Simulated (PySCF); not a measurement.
CH₆AlO₄Si, charge +1, singlet, geometry from GFN2-xTB (such geometries of metal compounds can be far from the true shape). Base run: PySCF with HF/STO-3G.

PySCF was given this input:
```python
from pyscf import gto, scf

mol = gto.Mole()
mol.atom = '''
    Al   -1.47581541    1.10659658    0.80925124
    C    -2.91231060    2.18371006    1.59694156
    H    -3.31907799    1.66505913    2.47216402
    H    -3.70659780    2.32977006    0.85650440
    H    -2.51289459    3.15738599    1.90172817
    O    -0.29509848    0.22127088    0.16181483
    Si    0.98467813   -0.73833181   -0.53994015
    O     0.88768608   -2.14034783    0.22000809
    O     2.31536408    0.08657114   -0.22152568
    O     0.61665738   -0.81031815   -2.09298762
    H     0.39274116   -2.88759398   -0.10920994
    H     2.86417243   -0.06934967    0.54413083
    H     0.95875446   -0.20405048   -2.74654778
'''
mol.basis = 'sto-3g'
mol.charge = 1
mol.verbose = 4
mol.build()

mf = scf.RHF(mol)
mf.kernel()
```

Variants of this job, named by their change:

```
change                                       ΔE vs base (mEh)  SCF cycles
-------------------------------------------  ----------------  ----------
base                                                    0.000          10
conv_tol = 1e-12                                        0.000          13
diis_space = 4                                          0.000          10
init_guess = mod_huckel                                 0.000          26
init_guess = sap                                        0.000           9
conv_tol_grad = 1e-3                                    0.000          10
level_shift = 1.0 (with mf.max_cycle = 100)             0.000          21
init_guess = 1e                                         0.000          14
conv_tol = 1e-11                                        0.000          11
level_shift = 0.5 (with mf.max_cycle = 100)             0.000          14
conv_tol_grad = 1e-7                                    0.000          12
solver = newton                                         0.000           -
conv_tol = 1e-6                                         0.000           7
```
